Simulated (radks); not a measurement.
Problem. Calculated with a radial shooting solver on a logarithmic mesh with Libxc functionals: scalar-relativistic Kohn-Sham, LDA (Slater exchange, Perdew-Wang correlation), spin-polarised, spherical densities, finite nucleus; open shells are filled with parallel spins first; Fermi nuclear charge, rms radius of each element as measured or else 0.836 A^(1/3) + 0.57 fm. Response by self-consistent Sternheimer equations with the Hartree and adiabatic LDA kernel, the relativistic mass of each level held fixed and spin-orbit coupling left out. For heavy and open-shell atoms this level of theory can miss by tens of per cent. Rank Ti2+, Sc+, Cr4+, Ca, Fe6+, Co7+, Ni8+, V3+, Mn5+ (NIST ground configurations) by static dipole polarisability, largest first.

Solution. Ca 146.5, Sc+ 52.78, Ti2+ 5.271, V3+ 2.304, Cr4+ 1.372, Mn5+ 0.9293, Fe6+ 0.6738, Co7+ 0.5100, Ni8+ 0.3979 bohr^3.
